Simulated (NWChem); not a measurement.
System: GeH$_{3}$SeF; SMILES [GeH3][Se]F

```xyz
6

Se    -0.2672     0.9774    -0.4524
F      1.0569     1.4964     0.6240
Ge     0.1246    -1.3240    -0.0911
H     -0.0560    -1.6408     1.4004
H     -0.9395    -2.0314    -0.9479
H      1.5442    -1.6769    -0.5576
```
Atoms are numbered in this order, from 1.

All runs: NWChem. STO-3G and 3-21G are far too small for this property and stand as cheap habits. Geometry: optimised at PBE0/def2-SVP. GIAO values for the isolated, static molecule; σ is the absolute isotropic shielding, δ = σ(reference) − σ with the isolated reference molecule computed at the same levels (19F: trichlorofluoromethane, 1H: tetramethylsilane). Spin-orbit effects, on the heavy nuclei and on their neighbours, are missing.

| level | σ Se1 (ppm) | δ F2 (ppm) | σ Ge3 (ppm) | δ H4 (rotor mean) (ppm) |
|---|---|---|---|---|
| LDA (Slater exchange, VWN5)/pcSseg-1 | -537.4 | -594.6 | 1405.2 | 5.70 |
| PBE0/pcSseg-1 | [?] | [?] | [?] | [?] |
| Hartree-Fock/STO-3G | 2426.9 | -197.3 | 2410.0 | 1.84 |

Question: Complete the blanks.

Answer: 
- PBE0/pcSseg-1, σ Se1 (ppm): -216.7
- PBE0/pcSseg-1, δ F2 (ppm): -556.0
- PBE0/pcSseg-1, σ Ge3 (ppm): 1495.8
- PBE0/pcSseg-1, δ H4 (rotor mean) (ppm): 5.27
